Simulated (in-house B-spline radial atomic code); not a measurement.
Results of a calculation; reference values are marked as such.
## C6 from the polarisability at imaginary frequency: neutral palladium

BLYP linear response of the closed shell [Kr] 4d10, from an all-electron radial atomic-structure program (B-spline basis); scalar-relativistic (spin-free one-electron X2C), finite nucleus, no spin-orbit coupling; shells from n = 2 respond.

The dispersion coefficient of two like species is C6 = (3/π) ∫ α(iu)² du from 0 to ∞.

```json
{"u (hartree)": "0", "α(iu) (bohr³)": "31.5"}
{"u (hartree)": "0.03", "α(iu) (bohr³)": "30.82"}
{"u (hartree)": "0.07", "α(iu) (bohr³)": "28.3"}
{"u (hartree)": "0.12", "α(iu) (bohr³)": "24.36"}
{"u (hartree)": "0.2", "α(iu) (bohr³)": "19.09"}
{"u (hartree)": "0.3", "α(iu) (bohr³)": "14.78"}
{"u (hartree)": "0.45", "α(iu) (bohr³)": "10.93"}
{"u (hartree)": "0.7", "α(iu) (bohr³)": "7.448"}
{"u (hartree)": "1", "α(iu) (bohr³)": "5.218"}
{"u (hartree)": "1.5", "α(iu) (bohr³)": "3.288"}
{"u (hartree)": "2.5", "α(iu) (bohr³)": "1.669"}
{"u (hartree)": "5", "α(iu) (bohr³)": "0.5714"}
```

Task: Fit one oscillator, α(iu) = α(0)/(1 + u²/ω²), through u = 0.3 and estimate C6.

Result: From α(0)/α(iu) − 1 = 31.5/14.78 − 1 = 1.1313, ω = u/√1.1313 = 0.2821 hartree (7.7 eV). London's formula gives C6 = (3/4) α(0)² ω = 0.75 × 31.5² × 0.2821 = 209.9 hartree·bohr⁶, and the oscillator holds f = α(0) ω² = 2.51 electrons, of a sum of oscillator strengths of 44.5.

Task: How does that compare with the full integral?

Result: The program's quadrature over all excitations gives C6 = 228.4, so the single oscillator is off by -8.1 %. At the last point the fit gives α = 0.0999 against 0.571: higher excitations, and deeper shells where there are any, keep the true curve higher at large u.
